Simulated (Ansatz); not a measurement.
One change: `F[C@H]1S[Si@@H]1F` becomes `O[C@@H]1S[Si@H]1F`.

Ansatz, PBE0-D4/def2-TZVP geometries, multiplicity 1. Each molecule was computed in one conformer, which needn't be the lowest.

| property | `F[C@H]1S[Si@@H]1F` |
| --- | --- |
| LUMO energy (PBE/def2-TZVPP) / eV | -1.36 |
| size of the dipole moment (ωB97M-V/def2-TZVPP) / D | 0.96 |
| HOMO–LUMO gap (PBE0/def2-TZVPP) / eV | 7.57 |
| LUMO energy (ωB97M-V/def2-TZVPP) / eV | 1.57 |
| ideal-gas entropy at 298 K and 1 bar (rigid rotor, harmonic PBE0-D4/def2-TZVP) / J/(mol·K) | 319 |
| HOMO–LUMO gap (PBE/def2-TZVPP) / eV | 5.34 |

Question: What does the change do to each property? (An estimate is asked.)

Answer: Computed: 
```
                                                                                  property  `O[C@@H]1S[Si@H]1F`  shift
                                                         LUMO energy (PBE/def2-TZVPP) / eV                -1.15   0.21
                                        size of the dipole moment (ωB97M-V/def2-TZVPP) / D                 1.46   0.50
                                                      HOMO–LUMO gap (PBE0/def2-TZVPP) / eV                 7.37  -0.20
                                                     LUMO energy (ωB97M-V/def2-TZVPP) / eV                 1.75   0.18
ideal-gas entropy at 298 K and 1 bar (rigid rotor, harmonic PBE0-D4/def2-TZVP) / J/(mol·K)                  324      5
                                                       HOMO–LUMO gap (PBE/def2-TZVPP) / eV                 5.18  -0.16
```

With PBE0 the HOMO rises by 0.40 eV and the LUMO rises by 0.20 eV, so the gap narrows by about 0.20 eV. PBE moves the HOMO by 0.38 eV and ωB97M-V by 0.39 eV. The zero-point energy changes by 32.3 kJ/mol with +3 modes. Dipoles are sizes alone; their direction can turn.
